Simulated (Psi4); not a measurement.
Cl3OSi (SMILES [O][Si](Cl)(Cl)Cl), doublet, at a GFN2-xTB geometry. Base run: HF/STO-3G run with Psi4.

Psi4 was given this input:
```
memory 2 GB

molecule mol {
0 2
O     0.044992   -0.010084    1.979471
Si    0.010409   -0.002333    0.457979
Cl    1.758129   -0.614132   -0.479551
Cl   -0.360113    1.842008   -0.418892
Cl   -1.427762   -1.221209   -0.410231
}

set {
  basis sto-3g
  reference uhf
  stability_analysis check
  scf_type pk
}

energy('scf')
print_variables()
```

The bond that is stretched is that between atoms 3 and 2. A test that says stable can miss a lower solution.

Variants of this job, named by their change:

| change | ΔE vs base (eV) | <S^2> | outcome |
|---|---|---|---|
| base | 0.00 | 0.755 | converged |
| stability_analysis = follow; reference = uhf | 0.00 | 0.755 | converged |
| bond × 1.25 | 1.76 | 0.794 | converged |
| stability_analysis = follow; reference = uhf; bond × 1.25 | 1.76 | 0.794 | converged |
| bond × 1.5 | 4.30 | 0.758 | converged |
| stability_analysis = follow; reference = uhf; bond × 1.5 | - | - | not converged |
| bond × 1.8 | 6.32 | 0.865 | converged |
| stability_analysis = follow; reference = uhf; bond × 1.8 | - | - | not converged |
| bond × 2.2 | 3.67 | 1.756 | converged |
| stability_analysis = follow; reference = uhf; bond × 2.2 | 2.74 | 1.509 | converged |
| bond × 3.0 | 3.69 | 1.756 | converged |
| stability_analysis = follow; reference = uhf; bond × 3.0 | - | - | not converged |

Psi4 reported an instability in these rows: bond × 1.5; stability_analysis = follow; reference = uhf; bond × 1.5; bond × 1.8; stability_analysis = follow; reference = uhf; bond × 1.8; bond × 2.2; stability_analysis = follow; reference = uhf; bond × 2.2; bond × 3.0; stability_analysis = follow; reference = uhf; bond × 3.0 (restricted rows aren't judged here).

On stretching, the SCF can end on different states; <S^2> shows the spin contamination of each.
